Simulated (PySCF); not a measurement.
A structure optimised at PBE-D3(BJ)/def2-SVP, used in a PySCF frequency run:

```
C
H 1 1.1078
H 1 1.1114 2 107.83
Si 1 1.8952 2 114.37 3 122.65
H 4 1.5055 1 115.40 2 -91.36
H 4 1.5075 5 108.99 1 -124.68
Si 1 1.8954 2 112.64 3 -120.62
O 7 1.6737 1 115.22 2 -20.09
H 8 0.9732 7 115.23 1 -64.93
O 7 1.6944 8 110.37 9 50.39
C 10 1.4316 7 120.30 8 -126.74
H 11 1.1116 10 108.99 7 144.14
H 11 1.1157 12 106.41 10 -119.12
H 7 1.4942 8 103.56 9 169.23
```

Question: Write its SMILES and formula.

Answer: O[Si@H]1C[SiH2]CO1, C₂H₈O₂Si₂

Question: What are its rotational constants (standard atomic weights)?

Answer: 3.8496, 1.8198, 1.4762 GHz
